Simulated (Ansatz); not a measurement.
Basis sets compared for SiEt3(NCO) (C7H15NOSi). Charge 0, multiplicity 1. Geometry PBE-D4/def2-SVP. Ansatz on 2 threads of AMD EPYC 7R13 on a shared host and a share (18 GiB) of an NVIDIA H100 80GB HBM3; times are rough, and most runs start from earlier orbitals.

Cartesian coordinates in Å:
```
Si 0.030 0.085 -0.018
C 1.494 -0.063 -1.209
C 1.186 -0.791 -2.525
H 2.316 -0.578 -0.665
H 1.866 0.968 -1.405
H 2.085 -0.878 -3.169
H 0.810 -1.818 -2.339
H 0.410 -0.262 -3.117
C -1.413 1.026 -0.801
C -2.689 1.078 0.051
H -1.625 0.555 -1.786
H -1.051 2.053 -1.033
H -3.512 1.611 -0.469
H -3.055 0.058 0.291
H -2.520 1.599 1.016
C 0.550 0.852 1.632
C 1.618 0.065 2.404
H -0.367 0.967 2.251
H 0.900 1.887 1.421
H 1.864 0.541 3.376
H 1.278 -0.969 2.619
H 2.566 -0.015 1.832
N -0.534 -1.542 0.318
C -0.916 -2.664 0.549
O -1.292 -3.766 0.776
```

Single mean-field runs in def2-TZVP are fitted with def2-universal-jkfit.

Binding counts from free atoms (Si triplet, C triplet, H doublet, N quartet, O triplet) in the same basis, without a counterpoise term.

| level | functions | energy (Eh) | HOMO (eV) | LUMO (eV) | binding per atom (eV) | wall time |
| --- | --- | --- | --- | --- | --- | --- |
| PBE-D4/def2-SVP | 219 | -694.2862 | -6.39 | 0.31 | 4.40 | 8 s |
| PBE0-D4/def2-SVP | 219 | -694.3613 | -7.74 | 1.28 | 4.33 | 9.5 s |

Problem. Estimate the rows for PBE-D4/def2-TZVP (with forces), PBE0-D4/def2-TZVP.

Solution. 
| level | functions | energy (Eh) | HOMO (eV) | LUMO (eV) | binding per atom (eV) | wall time |
| --- | --- | --- | --- | --- | --- | --- |
| PBE-D4/def2-TZVP (with forces) | 406 | -694.8400 | -6.52 | -0.09 | 4.36 | 8 s |
| PBE0-D4/def2-TZVP | 406 | -694.9060 | -7.80 | 0.70 | 4.29 | 11 s |
